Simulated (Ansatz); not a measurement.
C$_{2}$H$_{7}$NOSi, SMILES `CNC(=O)[SiH3]`, charge 0, multiplicity 1.

(1) Give a relaxed structure at PBE0-D4/def2-TZVP (the Gaussian-basis code of Ansatz). (An estimate is asked.)

Results:

(1) The calculation gave: 
Z-matrix (Å, degrees):
```
C
N 1 1.443
H 1 1.093 2 111.2
H 1 1.093 2 111.2 3 121.6
H 1 1.089 2 107.5 3 -119.2
C 2 1.355 1 123.0 3 119.0
H 2 1.005 1 119.1 3 -61.0
Si 6 1.918 2 118.1 1 180.0
O 6 1.219 2 123.5 1 0.0
H 8 1.482 6 108.0 2 -120.4
H 8 1.482 6 108.0 2 120.3
H 8 1.492 6 111.4 2 -0.0
```
Point group Cs.
This is one stationary point; other conformers may exist.
